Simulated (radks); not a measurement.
The tellurium ion Te4+, configuration [Kr] 4d10 5s2. Method: Dirac Kohn-Sham, PBE, spin-unpolarised, spherical densities, point nucleus; computed with a radial shooting solver on a logarithmic mesh with Libxc functionals. Some entries of the table are withheld. Estimate them.

orbital,occ.,eigenvalue (hartree),<r^2> (bohr^2),<r> (bohr)
1s1/2,2,-1163.162,0.001048,0.02781
2s1/2,2,-179.6758,0.01688,0.1194
2p1/2,2,-168.4402,0.01250,0.1008
2p3/2,4,-158.3522,0.01379,0.1064
3s1/2,2,-37.04283,(1),0.3218
3p1/2,2,-32.42423,0.1133,0.3122
3p3/2,4,-30.54373,0.1215,0.3236
3d3/2,4,-22.39974,0.1029,0.2946
3d5/2,6,-22.00651,0.1053,0.2982
4s1/2,2,-7.62638,(2),0.7640
4p1/2,2,-6.03790,0.7302,0.8003
4p3/2,4,-5.67993,0.7825,0.8285
4d3/2,4,-3.13988,1.062,0.9532
4d5/2,6,-3.08504,1.088,0.9645
5s1/2,2,-1.95594,3.903,1.868

Answer. 
(1) 3s1/2 <r^2> (bohr^2): 0.1185
(2) 4s1/2 <r^2> (bohr^2): 0.6597
